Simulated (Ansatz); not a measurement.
`FCBCF`. Charge 0, multiplicity 1.

```
atom   x (Å)   y (Å)   z (Å)
  F1   1.169  -2.226   0.456
  C2   0.343  -1.290  -0.147
  B3   0.366   0.118   0.502
  C4  -0.513   1.263  -0.073
  F5  -1.282   0.905  -1.175
  H6   0.620  -1.215  -1.209
  H7  -0.684  -1.683  -0.150
  H8   1.051   0.364   1.452
  H9  -1.189   1.647   0.705
 H10   0.119   2.117  -0.360
```

Problem. What are the harmonic wavenumbers in cm⁻¹ at PBE0-D4/def2-TZVP (Ansatz, finite differences of forces, unscaled)? (Estimate.)

Solution. Ansatz gave: 107, 136, 177, 332, 499, 557, 599, 814, 959, 992, 1069, 1091, 1197, 1242, 1258, 1339, 1381, 1415, 1422, 2636, 3010, 3012, 3042, 3047.

Problem. Is this a minimum?

Solution. Yes, all 24 modes are real.

Problem. Give the ideal-gas thermochemistry at 298.15 K and 1 bar (rigid rotor, harmonic oscillator; point group Cs, symmetry number 1).

Solution. Zero-point energy 187.4 kJ/mol; H(298) − E = 205.8 kJ/mol; entropy 322.8 J/(mol·K), of which translation 163.2, rotation 108.8, vibration 50.8; G(298) − E = 109.6 kJ/mol.

Problem. Rotational constants (cm⁻¹)?

Solution. 0.4799, 0.07503, 0.06646.
